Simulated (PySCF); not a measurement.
**How methods differ on the excitation energy of Cu²⁺**

Cu²⁺ [Ar] 3d9 (2D) → Cu²⁺ [Ar] 3d8 4s1 (4F), as a difference of total energies. Computed with PySCF 2.14 in aug-cc-pwCVTZ-DK, with the spin-free X2C one-electron Hamiltonian (Gaussian nucleus). Correlated levels: valence: [Ar] frozen; valence and next inner shell: [Ne] frozen; nothing frozen. The calculations carry no spin-orbit coupling.

```
                                method  excitation energy (cm⁻¹)
                                   UHF                     46373
                                   LDA                     62446
                                   PBE                     58952
                                  PBE0                     57688
                                r2SCAN                     54080
                                  PW91                     59112
                             BHandHLYP                     54914
                         MP2 (valence)                     62533
                     SCS-MP2 (valence)                     62361
    MP2 (valence and next inner shell)                     65805
SCS-MP2 (valence and next inner shell)                     64446
               SCS-MP2 (all electrons)                     64573
```

Q: Estimate what BP86 gives.

A: 59181 cm⁻¹, closest to PW91 among the rows shown.

Q: Estimate what MP2 (all electrons) gives.

A: 66052 cm⁻¹, closest to MP2 (valence and next inner shell) among the rows shown.

A first-order spin-orbit estimate (lowest level to lowest level, LS coupling) adds -0.069 eV.
